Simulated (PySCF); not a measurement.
## Calculated data, CH$_{3}$BGe, C$_{2}$H$_{6}$BGe, CH$_{4}$BGeO, CH$_{3}$BGeO

Computed with PySCF 2.14.0. Calculation on a computer-drawn molecule: the log of a Hartree-Fock and frozen-core CCSD(T) single point meant for a local Hartree-Fock minimum, with one planted fault or none, to be diagnosed. Offsets are logged minus clean, where the clean run is the same molecule without the fault. The reference is restricted for singlets and unrestricted otherwise, and also for a bond in bohr or an excited solution. Adding or removing an electron swaps singlet and doublet. The excited solution moves the top pair (singlet) or top alpha electron (doublet) to the lowest empty orbital. Highest occupied and lowest empty are orbital energies over both spins, largest force is the largest gradient component, triples share is (T) over the correlation energy, the T1 limit is 0.02 restricted and 0.045 unrestricted, electrons count all cores, a negative frequency is imaginary (commonest isotopes), and the dipole is about the centre of nuclear charge; on germanium a core potential holds 10 electrons, which the energies leave out, and 3d is frozen in MP2 and coupled-cluster steps.

Common to all runs: meant charge 0; meant basis cc-pVDZ; meant basis and core potential on germanium cc-pVDZ-PP ECP10MDF; logged SCF converged yes; possible faults no fault, one electron removed, one electron added, multiplicity raised by two, geometry at a saddle point, SCF held on an excited solution, minimal basis STO-3G, one bond length entered in bohr, all coordinates scaled.

(1) 
```xyz
6
formula=CH3BGe meant_multiplicity=1 logged_electrons=46 logged_basis_functions=66 logged_spin_squared=0 logged_highest_occupied=-5.2329 logged_lowest_empty=-2.6766 logged_largest_force=0.084681 logged_CC_converged=no logged_dipole_magnitude=1.571 logged_SCF_stable_within_its_kind=no logged_energy_HF=-357.32119 planted_fault=SCF_held_on_an_excited_solution HF_energy_offset_from_clean_run=171.9
B      0.2670     0.3419    -2.4022
C      1.0351    -0.3915    -1.5335
Ge     0.6550     0.6330     0.1159
H     -0.4268     1.0544    -3.0289
H      1.6840    -1.2495    -1.5495
H      1.5731    -0.2891     1.0107
```

Units: logged_highest_occupied, logged_lowest_empty in eV; logged_largest_force in hartree/bohr; logged_dipole_magnitude in debye; logged_energy_HF in hartree; HF_energy_offset_from_clean_run in kcal/mol.

Drawn bonds:
| atom | other atom | order |
| --- | --- | --- |
| 1 | 2 | 2 |
| 2 | 3 | 1 |
| 1 | 4 | 1 |
| 2 | 5 | 1 |
| 3 | 6 | 1 |

Notes: CCSD not converged.

(2) 
```xyz
10
formula=C2H6BGe meant_multiplicity=2 logged_electrons=56 logged_basis_functions=95 logged_spin_squared=0 logged_highest_occupied=-0.26104 logged_lowest_empty=7.3088 logged_largest_force=0.068356 logged_T1_diagnostic=0.027662 logged_D1_diagnostic=0.12071 logged_triples_share=0.037733 logged_CC_converged=yes logged_dipole_magnitude=1.9417 logged_SCF_stable_within_its_kind=yes logged_energy_HF=-397.18468 logged_energy_CCSD(T)=-397.72683 planted_fault=one_electron_added HF_energy_offset_from_clean_run=16.16 CCSD(T)_energy_offset_from_clean_run=-8.141
B     -2.2340    -1.0491    -0.5226
C     -0.8991    -1.0963    -0.1829
Ge    -0.3487     0.2024     1.1580
C      1.1378     1.3360     0.5236
H     -3.3826    -0.9439    -0.7533
H     -0.1441    -1.7718    -0.5638
H     -1.5686     1.0766     1.5307
H      2.0002     0.7184     0.2670
H      1.4305     2.0447     1.3003
H      0.8240     1.8894    -0.3646
```

Units: logged_highest_occupied, logged_lowest_empty in eV; logged_largest_force in hartree/bohr; logged_dipole_magnitude in debye; logged_energy_HF, logged_energy_CCSD(T) in hartree; HF_energy_offset_from_clean_run, CCSD(T)_energy_offset_from_clean_run in kcal/mol.

Drawn bonds:
| atom | other atom | order |
| --- | --- | --- |
| 1 | 2 | 2 |
| 2 | 3 | 1 |
| 3 | 4 | 1 |
| 1 | 5 | 1 |
| 2 | 6 | 1 |
| 3 | 7 | 1 |
| 4 | 8 | 1 |
| 4 | 9 | 1 |
| 4 | 10 | 1 |

Notes: T1 above single-reference limit.

(3) 
```xyz
8
formula=CH4BGeO meant_multiplicity=2 logged_electrons=55 logged_basis_functions=85 logged_spin_squared=1.6301 logged_highest_occupied=-5.959 logged_lowest_empty=0.24716 logged_largest_force=0.11557 logged_dipole_magnitude=2.3833 logged_SCF_stable_within_its_kind=no logged_energy_HF=-432.97011 planted_fault=SCF_held_on_an_excited_solution HF_energy_offset_from_clean_run=56.41
B      0.6289    -3.4827    -0.1190
C      0.0952    -2.2539    -0.4585
Ge    -0.5720    -1.2465     1.0382
O     -0.1407    -2.3233     2.4123
H      1.0778    -4.5195     0.2015
H     -0.0063    -1.8434    -1.4547
H      0.1130     0.1320     1.2360
H     -0.3447    -1.9996     3.2771
```

Units: logged_highest_occupied, logged_lowest_empty in eV; logged_largest_force in hartree/bohr; logged_dipole_magnitude in debye; logged_energy_HF in hartree; HF_energy_offset_from_clean_run in kcal/mol.

Drawn bonds:
| atom | other atom | order |
| --- | --- | --- |
| 1 | 2 | 2 |
| 2 | 3 | 1 |
| 3 | 4 | 1 |
| 1 | 5 | 1 |
| 2 | 6 | 1 |
| 3 | 7 | 1 |
| 4 | 8 | 1 |

Notes: coupled-cluster numbers left out as unreliable.

(4) 
```xyz
7
formula=CH3BGeO meant_multiplicity=1 logged_electrons=54 logged_basis_functions=80 logged_spin_squared=0 logged_highest_occupied=-8.8458 logged_lowest_empty=1.4813 logged_largest_force=3.473e-05 logged_lowest_frequency=114.17 logged_T1_diagnostic=0.019991 logged_D1_diagnostic=0.052254 logged_triples_share=0.034446 logged_CC_converged=yes logged_dipole_magnitude=0.34276 logged_SCF_stable_within_its_kind=yes logged_energy_HF=-432.50995 logged_energy_CCSD(T)=-433.03232 planted_fault=no_fault HF_energy_offset_from_clean_run=0 CCSD(T)_energy_offset_from_clean_run=0
B     -2.0846    -0.4527     0.5860
C     -1.4410     0.6631     1.0905
Ge     0.1634     1.0236     0.0621
O     -0.0801    -0.3873    -1.0634
H     -2.6146    -1.4015     0.1422
H     -1.7027     1.3046     1.9198
H      0.5821    -0.4946    -1.7295
```

Units: logged_highest_occupied, logged_lowest_empty in eV; logged_largest_force in hartree/bohr; logged_lowest_frequency in cm⁻¹; logged_dipole_magnitude in debye; logged_energy_HF, logged_energy_CCSD(T) in hartree; HF_energy_offset_from_clean_run, CCSD(T)_energy_offset_from_clean_run in kcal/mol.

Drawn bonds:
| atom | other atom | order |
| --- | --- | --- |
| 1 | 2 | 2 |
| 2 | 3 | 1 |
| 3 | 4 | 1 |
| 1 | 5 | 1 |
| 2 | 6 | 1 |
| 4 | 7 | 1 |

(5) 
```xyz
7
formula=CH3BGeO meant_multiplicity=1 logged_electrons=54 logged_basis_functions=80 logged_spin_squared=0.9879 logged_highest_occupied=-6.892 logged_lowest_empty=1.0218 logged_largest_force=0.01299 logged_T1_diagnostic=0.030575 logged_D1_diagnostic=0.16236 logged_triples_share=0.033258 logged_CC_converged=yes logged_dipole_magnitude=1.6133 logged_SCF_stable_within_its_kind=yes logged_energy_HF=-432.41626 logged_energy_CCSD(T)=-432.89802 planted_fault=one_bond_length_entered_in_bohr,row_3_of_the_drawn_bonds HF_energy_offset_from_clean_run=58.79 CCSD(T)_energy_offset_from_clean_run=84.27
B     -2.0846    -0.4527     0.5860
C     -1.4410     0.6631     1.0905
Ge     0.1634     1.0236     0.0621
O     -0.2968    -1.6427    -2.0648
H     -2.6146    -1.4015     0.1422
H     -1.7027     1.3046     1.9198
H      0.3654    -1.7500    -2.7309
```

Units: logged_highest_occupied, logged_lowest_empty in eV; logged_largest_force in hartree/bohr; logged_dipole_magnitude in debye; logged_energy_HF, logged_energy_CCSD(T) in hartree; HF_energy_offset_from_clean_run, CCSD(T)_energy_offset_from_clean_run in kcal/mol.

Drawn bonds:
| atom | other atom | order |
| --- | --- | --- |
| 1 | 2 | 2 |
| 2 | 3 | 1 |
| 3 | 4 | 1 |
| 1 | 5 | 1 |
| 2 | 6 | 1 |
| 4 | 7 | 1 |
